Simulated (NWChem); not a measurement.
All runs are NWChem calculations. System: boron monoxide dimer (B2O2), charge 0, spin multiplicity 1, at a geometry optimised with PBE0/def2-SVP. Level: EOM-CCSD/def2-SVPD, 4 core orbitals frozen.

Part of the output:

```
             Northwest Computational Chemistry Package (NWChem) 7.3.0
             --------------------------------------------------------

                                NWChem Input Module
                                -------------------

 Scaling coordinates for geometry "geometry" by  1.889725989
 (inverse scale =  0.529177249)

 Turning off AUTOSYM since
 SYMMETRY directive was detected!

                             Geometry "geometry" -> ""
                             -------------------------

 Output coordinates in angstroms (scale by  1.889725989 to convert to a.u.)

  No.       Tag          Charge          X              Y              Z
 ---- ---------------- ---------- -------------- -------------- --------------
    1 O                    8.0000     0.00000000     0.00000000    -2.02543700
    2 B                    5.0000     0.00000000     0.00000000    -0.82622300
    3 B                    5.0000     0.00000000     0.00000000     0.82622300
    4 O                    8.0000     0.00000000     0.00000000     2.02543700

 Effective nuclear repulsion energy (a.u.)      66.5135290029

            Nuclear Dipole moment (a.u.)
            ----------------------------
        X                 Y               Z
 ---------------- ---------------- ----------------
     0.0000000000     0.0000000000    -0.0000000000

      Symmetry information
      --------------------

 Group name             D2h
 Group number             26
 Group order               8
 No. of unique centers     2

      Symmetry unique atoms

     1    2


 Summary of "ao basis" -> "" (spherical)
 ------------------------------------------------------------------------------
       Tag                 Description            Shells   Functions and Types
 ---------------- ------------------------------  ------  ---------------------
 *                         def2-svpd                  on all atoms

 Summary of "ao basis" -> "ao basis" (spherical)
 ------------------------------------------------------------------------------
       Tag                 Description            Shells   Functions and Types
 ---------------- ------------------------------  ------  ---------------------
 O                         def2-svpd                 9       23   4s3p2d
 B                         def2-svpd                 8       20   4s2p2d

                                 NWChem SCF Module
                                 -----------------
[...]
 --------------------------------------------------------------
 Iterations converged
 ------------------

 Excited state root  1
 Excitation energy / hartree =        0.343715811070805
                   / eV      =        9.352987080880448
 largest EOMCCSD amplitudes: R1 and R2

 Singles contributions
    14b2u (alpha) ---     8b1u (alpha)       -0.8646872233
    18b2u (alpha) ---     8b1u (alpha)        0.1433485938
    37b2u (alpha) ---     8b1u (alpha)        0.1001884607
    28b3g (alpha) ---     9ag  (alpha)        0.1925099261
    34b3g (alpha) ---     9ag  (alpha)       -0.1195167489

 Doubles contributions

 =========================================
 Excited-state calculation ( b3u symmetry)
 =========================================
 Dim. of EOMCC iter. space      500

 EOMCCSD SOLVER TYPE  1
  maxdiff =   0.61122429038355997

 No. of initial right vectors    1

 EOM-CCSD right-hand side iterations
 --------------------------------------------------------------
      Residuum       Omega / hartree  Omega / eV    Cpu    Wall
 --------------------------------------------------------------

 Iteration   1 using    1 trial vectors
   0.5558482229495   0.5429018409404   14.77312     8.3     8.3

 Iteration   2 using    2 trial vectors
   0.1131456046210   0.4222327907762   11.48954     4.7     4.7

 Iteration   3 using    3 trial vectors
   0.0736681001517   0.4129785541048   11.23772     5.2     5.2

 Iteration   4 using    4 trial vectors
   0.0774912153786   0.4050999624774   11.02334     5.2     5.2

 Iteration   5 using    5 trial vectors
   0.0627147946459   0.3965509184142   10.79070     5.2     5.2

 Iteration   6 using    6 trial vectors
   0.0797567899887   0.3903673037924   10.62244     5.2     5.2

 Iteration   7 using    7 trial vectors
   0.0680475334754   0.3801909572297   10.34553     5.1     5.1

 Iteration   8 using    8 trial vectors
   0.0361297566068   0.3781021526519   10.28869     3.0     3.0

 Iteration   9 using    9 trial vectors
   0.0263391480959   0.3772841912530   10.26643     3.0     3.0

 Iteration  10 using   10 trial vectors
   0.0528770446730   0.3757285064085   10.22410     3.0     3.0

 Iteration  11 using   11 trial vectors
   0.1552395560655   0.3580406074657    9.74278     3.0     3.0

 Iteration  12 using   12 trial vectors
   0.1017347536901   0.3373850269285    9.18072     3.0     3.0

 Iteration  13 using   13 trial vectors
   0.0664790743309   0.3304744571612    8.99267     3.0     3.0

 Iteration  14 using   14 trial vectors
   0.0403851744378   0.3259239021864    8.86884     3.0     3.0

 Iteration  15 using   15 trial vectors
   0.0224980649985   0.3251450211693    8.84765     3.0     3.0

 Iteration  16 using   16 trial vectors
   0.0123503745743   0.3244595720628    8.82900     3.1     3.1

 Iteration  17 using   17 trial vectors
   0.0061823318035   0.3245009636365    8.83012     3.0     3.0

 Iteration  18 using   18 trial vectors
   0.0028459210832   0.3244088607339    8.82762     3.1     3.1

 Iteration  19 using   19 trial vectors
   0.0014484685862   0.3244421657780    8.82852     3.0     3.0

 Iteration  20 using   20 trial vectors
   0.0007240195816   0.3244338927782    8.82830     3.0     3.0

 Iteration  21 using   21 trial vectors
   0.0003668435474   0.3244373734971    8.82839     3.0     3.0

 Iteration  22 using   22 trial vectors
   0.0001758044902   0.3244364123804    8.82837     3.0     3.0

 Iteration  23 using   23 trial vectors
   0.0000747339022   0.3244364223637    8.82837     3.1     3.1

 Iteration  24 using   24 trial vectors
   0.0000336872157   0.3244363919803    8.82837     3.6     3.6

 Iteration  25 using   25 trial vectors
   0.0000134373459   0.3244364032928    8.82837     3.6     3.6

 Iteration  26 using   26 trial vectors
   0.0000057100367   0.3244364738369    8.82837     3.1     3.1
 --------------------------------------------------------------
 Iterations converged
 ------------------

 Excited state root  1
 Excitation energy / hartree =        0.324436473836859
                   / eV      =        8.828369398862064
 largest EOMCCSD amplitudes: R1 and R2

 Singles contributions
    29b2g (alpha) ---     8b1u (alpha)        0.1722721255
    33b2g (alpha) ---     8b1u (alpha)       -0.1104294578
    15b3u (alpha) ---     9ag  (alpha)       -0.8719381666
    19b3u (alpha) ---     9ag  (alpha)       -0.1520816004
    36b3u (alpha) ---     9ag  (alpha)        0.1026654427

 Doubles contributions

 Task  times  cpu:      651.9s     wall:      651.9s

 Total times  cpu:      652.0s     wall:      652.0s
```

Question: Write an NWChem input that would produce this output.

Answer: One answer among several that fit: 
```
start mol
memory heap 100 mb stack 700 mb global 1900 mb
geometry units angstroms nocenter noautoz
  O      0.000000     0.000000    -2.025437
  B      0.000000     0.000000    -0.826223
  B      0.000000     0.000000     0.826223
  O      0.000000     0.000000     2.025437
  symmetry group D2h
end
basis spherical
  * library def2-svpd
end
scf
  rhf
  nopen 0
  maxiter 100
  thresh 1e-7
  semidirect memsize 60000000 filesize 0
end
tce
  freeze core 4
  ccsd
  nroots 1
  2eorb
  2emet 13
  thresh 1e-5
  maxiter 200
  tilesize 24
end
task tce energy
```
